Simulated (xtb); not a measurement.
xtb input (GFN1-xTB):

```bash
xtb mol.xyz --gfn 1 --opt tight --chrg 1 --uhf 0
```
mol.xyz:
```
9

Cu    -0.00000000     0.00000000    -0.00000000
N     -1.14642724    -0.52334862     1.47234793
H     -1.54005506     0.28193846     1.95593459
H     -0.64633728    -1.06979498     2.17134194
H     -1.93216405    -1.09228096     1.16215464
N      1.14642724     0.52334862    -1.47234793
H      0.92437192     1.45535556    -1.81780520
H      1.06468791    -0.11067920    -2.26519950
H      2.12949655     0.53546112    -1.20642647
```

Output:

```
           -------------------------------------------------
          |                Calculation Setup                |
           -------------------------------------------------

           -------------------------------------------------
          |                 G F N 1 - x T B                 |
           -------------------------------------------------

        Reference                      10.1021/acs.jctc.7b00118
      * Hamiltonian:
        H0-scaling (s, p, d)           1.850000    2.250000    2.000000
        zeta-weighting                 0.000000
      * Dispersion:
        s8                             2.400000
        a1                             0.630000
        a2                             5.000000
        s9                             0.000000
      * Repulsion:
        kExp                           1.500000
        rExp                           1.000000
      * Coulomb:
        alpha                          2.000000
        third order                    atomic
        anisotropic                    false
      * Halogen bond correction:
        rad-scale                      1.300000
        damping                        0.440000

          ...................................................
          :                      SETUP                      :
          :.................................................:
          :  # basis functions                  30          :
          :  # atomic orbitals                  29          :
          :  # shells                           19          :
          :  # electrons                        26          :
          :  # halogen bonds                     0          :
          :  max. iterations                   250          :
          :  Hamiltonian                  GFN1-xTB          :
          :  restarted?                      false          :
          :  GBSA solvation                  false          :
          :  PC potential                    false          :
          :  electronic temp.          300.0000000     K    :
          :  accuracy                    1.0000000          :
          :  -> integral cutoff          0.2500000E+02      :
          :  -> integral neglect         0.1000000E-07      :
          :  -> SCF convergence          0.1000000E-05 Eh   :
          :  -> wf. convergence          0.2000000E-04 e    :
          :  Broyden damping             0.4000000          :
          :  net charge                          1          :
          :  unpaired electrons                  0          :
          ...................................................

 iter      E             dE          RMSdq      gap      omega  full diag
   1    -13.8504315 -0.138504E+02  0.799E+00    5.96       0.0  T
   2    -13.8668863 -0.164548E-01  0.491E+00    5.80       1.0  T
   3    -13.8676105 -0.724239E-03  0.613E-01    5.78       1.0  T
   4    -13.8682242 -0.613697E-03  0.331E-02    5.81       1.0  T
   5    -13.8682256 -0.132648E-05  0.634E-03    5.81       5.3  T
   6    -13.8682257 -0.146584E-06  0.174E-04    5.80     191.5  T
   7    -13.8682257 -0.131131E-10  0.681E-05    5.80     489.6  T
[...]
          |                Property Printout                |
           -------------------------------------------------

    * Orbital Energies and Occupations

         #    Occupation            Energy/Eh            Energy/eV
      -------------------------------------------------------------
         1        2.0000           -0.9704960             -26.4085
         2        2.0000           -0.9701016             -26.3978
         3        2.0000           -0.7565724             -20.5874
         4        2.0000           -0.7565724             -20.5874
         5        2.0000           -0.7546845             -20.5360
         6        2.0000           -0.7546845             -20.5360
         7        2.0000           -0.6900685             -18.7777
         8        2.0000           -0.6789817             -18.4760
         9        2.0000           -0.5947338             -16.1835
        10        2.0000           -0.5947338             -16.1835
        11        2.0000           -0.5939004             -16.1609
        12        2.0000           -0.5939004             -16.1609
        13        2.0000           -0.5817054             -15.8290 (HOMO)
        14                         -0.3755338             -10.2188 (LUMO)
        15                         -0.3498317              -9.5194
        16                         -0.3498317              -9.5194
        17                         -0.3378677              -9.1938
        18                         -0.2532666              -6.8917
        19                         -0.2477922              -6.7428
        20                         -0.2477922              -6.7428
        21                         -0.2055910              -5.5944
        22                         -0.2055910              -5.5944
        23                          0.0468078               1.2737
        24                          0.0468078               1.2737
       ...                                ...                  ...
        29                          0.5010118              13.6332
Note: The following floating-point exceptions are signalling: IEEE_DENORMAL
normal termination of xtb
      -------------------------------------------------------------
                  HL-Gap            0.2061715 Eh            5.6102 eV
             Fermi-level           -0.4786196 Eh          -13.0239 eV

  Mulliken/CM5 charges         n(s)   n(p)   n(d)
     1Cu    0.37560  0.54635   0.432  0.289  9.903
     2N    -0.44897 -1.08231   1.478  3.971  0.000
     3H     0.25372  0.43638   0.746  0.000  0.000
     4H     0.25372  0.43638   0.746  0.000  0.000
     5H     0.25372  0.43638   0.746  0.000  0.000
     6N    -0.44897 -1.08231   1.478  3.971  0.000
     7H     0.25372  0.43638   0.746  0.000  0.000
     8H     0.25372  0.43638   0.746  0.000  0.000
     9H     0.25372  0.43638   0.746  0.000  0.000

Wiberg/Mayer (AO) data.
largest (>0.10) Wiberg bond orders for each atom

 ---------------------------------------------------------------------------
     #   Z sym  total        # sym  WBO       # sym  WBO       # sym  WBO
 ---------------------------------------------------------------------------
     1  29 Cu   1.124 --     6 N    0.524     2 N    0.524
     2   7 N    3.299 --     5 H    0.922     4 H    0.922     3 H    0.922
                             1 Cu   0.524
     3   1 H    0.938 --     2 N    0.922
     4   1 H    0.938 --     2 N    0.922
     5   1 H    0.938 --     2 N    0.922
     6   7 N    3.299 --     9 H    0.922     7 H    0.922     8 H    0.922
                             1 Cu   0.524
     7   1 H    0.938 --     6 N    0.922
     8   1 H    0.938 --     6 N    0.922
     9   1 H    0.938 --     6 N    0.922
 ---------------------------------------------------------------------------

Topologies differ in total number of bonds
Writing topology from bond orders to xtbtopo.mol

 dipole moment from electron density (au)
     X       Y       Z
  -0.0000  -0.0000  -0.0000  total (Debye):    0.000

           -------------------------------------------------
          |                Geometry Summary                 |
           -------------------------------------------------

      molecular mass/u    :       97.6070909
   center of mass at/Å    :       -0.0000000       0.0000000      -0.0000000
  moments of inertia/u·Å² :        0.5231739E+01   0.1518289E+03   0.1518289E+03
rotational constants/cm⁻¹ :        0.3222185E+01   0.1110305E+00   0.1110305E+00

 * 6 selected distances

     #   Z          #   Z                                           value/Å
     2   7 N        3   1 H                                       1.0129933
     2   7 N        4   1 H                                       1.0129933
     2   7 N        5   1 H                                       1.0129933
     6   7 N        7   1 H                                       1.0129933
     6   7 N        8   1 H                                       1.0129933 (min)
     6   7 N        9   1 H                                       1.0129933 (max)

 * 1 distinct bonds (by element types)

   Z      Z             #   av. dist./Å        max./Å        min./Å
   1 H    7 N           6     1.0129933     1.0129933     1.0129933

optimized geometry written to: xtbopt.xyz

           -------------------------------------------------
          | TOTAL ENERGY              -13.765034768981 Eh   |
          | GRADIENT NORM               0.000029248772 Eh/α |
          | HOMO-LUMO GAP               5.610212422816 eV   |
           -------------------------------------------------

------------------------------------------------------------------------
------------------------------------------------------------------------
 total:
 SCF:
 ANC optimizer:
```
